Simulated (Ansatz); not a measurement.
Total energies of `C[SiH2][S][Ti]([Cl])([Cl])[Cl]`.

```xyz
12

C     0.9096   -0.2535    1.4505
Si    1.1432    0.9749    0.0740
S     0.4468    0.2532   -1.8484
Ti   -1.5749   -0.5563   -1.3775
Cl   -1.3893   -2.5239   -0.4590
Cl   -2.5405    0.8018    0.0242
Cl   -2.6384   -0.6845   -3.2626
H    -0.1450   -0.3988    1.6894
H     1.4140    0.1217    2.3459
H     1.3435   -1.2201    1.1884
H     2.5855    1.2303   -0.1693
H     0.4455    2.2552    0.3445
```

The species carries charge 0 and has multiplicity 1. Correlated methods include outer-core shells of Ti, which these sets cover unevenly. Scalar relativity is left out up to krypton. The geometry is a stationary point of PBE0-D4/def2-TZVP. It is one conformer, not always the lowest. Basis def2-TZVPP, Ansatz.

RPA on PBE orbitals: Hartree–Fock energy of these orbitals -2954.34997 Eh, correlation -2.44505 Eh (frozen core).

```
functional  energy without D4 (Eh)  D4 term (kJ/mol)
       PBE             -2958.09367             -51.2
     BHLYP             -2959.15888             -74.8
```

**Question.** Give the same for LDA (SPW92), revPBE, BLYP, r2SCAN, B97M-V, PBE0, B3LYP, r2SCANh, r2SCAN0, HSE06 (plane-wave form), CAM-B3LYP, LC-ωPBE, ωB97X-V, ωB97M-V, B2PLYP, PBE-QIDH. (Best estimate.)

**Answer.** Computed: 
```
             functional  energy without D4 (Eh)  D4 term (kJ/mol)
            LDA (SPW92)             -2949.85574                 –
                 revPBE             -2958.75245            -117.4
                   BLYP             -2959.24065            -105.8
                 r2SCAN             -2959.06573             -12.8
                 B97M-V             -2958.51601                 –
                   PBE0             -2958.27232             -45.0
                  B3LYP             -2959.34167             -83.3
                r2SCANh             -2959.03673             -14.1
                r2SCAN0             -2958.99655             -15.8
HSE06 (plane-wave form)             -2958.22487             -43.0
              CAM-B3LYP             -2959.29238             -47.6
                LC-ωPBE             -2958.43013                 –
                ωB97X-V             -2958.78522                 –
                ωB97M-V             -2959.03781                 –
                 B2PLYP             -2958.41203                 –
               PBE-QIDH             -2957.73960                 –
```

B3LYP takes the VWN-RPA correlation (the form of Gaussian; ORCA's B3LYP/G). HSE06 is the plane-wave form, built on full-range PBE exchange. The double hybrids freeze the cores in their second-order part.

LC-ωPBE has ω = 0.4 bohr⁻¹.
